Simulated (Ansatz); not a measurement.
A nudged elastic band was laid between two geometries of BrGeH₃O (6 atoms, charge 0, multiplicity 1).

Theory: RKS PBE0-D4/def2-mTZVP (Ansatz).

```yaml
movable_images: 5
climbing_image: yes
spring: 5.0 eV/Å²
optimiser: quadratic models (default)
start_path: through a guess of the saddle point
force_threshold: 0.05 eV/Å
iteration_limit: 60
end_points: relaxed
```

First end point:

```xyz
6
Properties=species:S:1:pos:R:3
O -0.536 -1.324 0.117
Ge 0.366 0.198 0.141
Br -1.110 1.969 -0.079
H -1.025 -1.465 -0.702
H 1.335 0.295 -1.046
H 1.012 0.262 1.523
```

Last end point:

```xyz
6
Properties=species:S:1:pos:R:3
O 0.058 -1.049 0.465
Ge 1.064 0.860 -0.061
Br -1.172 1.786 -0.294
H -0.784 -0.949 -0.009
H 1.057 0.282 -1.548
H -0.182 -0.993 1.401
```

Q: What changes between the two ends?

A: Bonds broken: Ge2–H6. Bonds formed: O1–H6.

Q: What energy profile does the band end with?

A: The forces met the threshold. The highest image is number 4 of 0 to 6, 242.4 kJ/mol above the first end and 172.8 kJ/mol above the last; the last end lies 69.6 kJ/mol above the first. The profile has 2 maxima (images 1, 4) with wells between them (image 2): this band takes more than one step, which may be the mechanism or a detour left from its start path. Neighbouring images differ by up to 1.7 eV, so the band resolves the path poorly. A vibrational analysis at the climbing image gives one clearly imaginary mode, 1468i cm⁻¹: a first-order saddle point. The orbitals stay closed-shell, which can raise the energy where a bond breaks towards radicals; this wasn't checked here.

```json
{"image": "0", "path coordinate (Å)": "0.00", "energy (kJ/mol)": "0.0", "Ge2–H6 (Å)": "1.53", "O1–H6 (Å)": "2.63"}
{"image": "1", "path coordinate (Å)": "0.65", "energy (kJ/mol)": "2.4", "Ge2–H6 (Å)": "1.53", "O1–H6 (Å)": "2.70"}
{"image": "2", "path coordinate (Å)": "1.30", "energy (kJ/mol)": "0.3", "Ge2–H6 (Å)": "1.53", "O1–H6 (Å)": "2.70"}
{"image": "3", "path coordinate (Å)": "1.94", "energy (kJ/mol)": "77.7", "Ge2–H6 (Å)": "1.52", "O1–H6 (Å)": "2.13"}
{"image": "4", "path coordinate (Å)": "2.59", "energy (kJ/mol)": "242.4", "Ge2–H6 (Å)": "1.63", "O1–H6 (Å)": "1.42"}
{"image": "5", "path coordinate (Å)": "3.33", "energy (kJ/mol)": "88.5", "Ge2–H6 (Å)": "2.33", "O1–H6 (Å)": "0.97"}
{"image": "6", "path coordinate (Å)": "4.07", "energy (kJ/mol)": "69.6", "Ge2–H6 (Å)": "2.67", "O1–H6 (Å)": "0.97"}
```

Q: What is the geometry of the highest image?

A: 
```xyz
6
Properties=species:S:1:pos:R:3
O -0.171 -1.281 0.060
Ge 0.628 0.546 0.091
Br -1.171 1.945 -0.390
H -1.127 -1.213 0.211
H 1.475 0.579 -1.207
H 0.408 -0.638 1.190
```

The run took 4.3 min on 2 threads of Intel(R) Xeon(R) Platinum 8175M CPU @ 2.50GHz (Skylake/Cascade Lake), on a shared host, peak memory 0.28 GiB.
